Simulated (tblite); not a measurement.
Compound: C5H11O2 (doublet state).
Atom-mapped SMILES: `[CH3:1][O:2][CH2:3][CH2:4][CH:5][CH2:6][OH:7]` (hydrogens: H8, H9, H10 on C1; H11, H12 on C3; H13, H14 on C4; H15 on C5; H16, H17 on C6; H18 on O7)

The geometry is computed with GFN2-xTB (gas phase). This method treats the open shell by occupation alone, without spin polarisation.

**Question.** Give the optimised bond lengths and angles.

**Answer.** 
```tsv
bond	length (pm)
C1–O2	140.8
O2–C3	140.7
C3–C4	155.6
C4–C5	148.0
C5–C6	148.2
C6–O7	142.5
C1–H8, C1–H9, C1–H10	109.3
C3–H11, C3–H12	109.6
C4–H13, C4–H14	109.4
C5–H15	107.8
C6–H16, C6–H17	109.8
O7–H18	97.0
```

Bonds in one row agree within 1 pm and their mean is given. A selection of angles:
```tsv
angle	degrees
O2–C1–H8	106.4
O2–C1–H9	111.5
H8–C1–H9	109.3
C1–O2–C3	114.7
O2–C3–C4	114.6
O2–C3–H11	110.2
O2–C3–H12	104.6
C4–C3–H11	108.5
H11–C3–H12	108.8
C3–C4–C5	113.0
C3–C4–H13	105.3
C3–C4–H14	109.7
C5–C4–H13	110.7
C5–C4–H14	110.1
H13–C4–H14	107.8
C4–C5–C6	121.4
C4–C5–H15	119.2
C6–C5–H15	117.1
C5–C6–O7	111.5
C5–C6–H16	110.8
O7–C6–H16	109.9
O7–C6–H17	104.8
H16–C6–H17	108.7
C6–O7–H18	107.6
```

Torsions: C1–O2–C3–C4 -65° (synclinal); O2–C3–C4–C5 -43° (synclinal); C3–C4–C5–C6 -49° (synclinal); C4–C5–C6–O7 98° (anticlinal); H18–O7–C6–C5 -48° (synclinal). The mirror-image conformer, all signs reversed, is as good.

Of the pairs four or more bonds apart, those above aside, C3···H18 is among the closest relative to their van der Waals radii: 2.71 Å, 93 % of the sum of Bondi's values. The C–C distances run from 1.480 Å (C4–C5, drawn single) to 1.556 Å (C3–C4, drawn single), a spread of 0.076 Å. C5 (carbon bonded to 2 C and H) is almost planar (angles 121.4°, 119.2° and 117.1°, sum 357.6°, 0.12 Å off the plane of its three neighbours). H18 on O7 lies 2.05 Å from O2, 6 bonds away (angle at H 152°; Bondi radii sum to 2.72 Å).

Point group: C1 (no symmetry element, even within 0.4 Å). Its GFN2-xTB frequencies are all real (lowest 62 cm⁻¹). Torsions: C1–O2–C3–C4 -65°, O2–C3–C4–C5 -43°, C3–C4–C5–C6 -49°, C4–C5–C6–O7 98°, C5–C6–O7–H -48°.
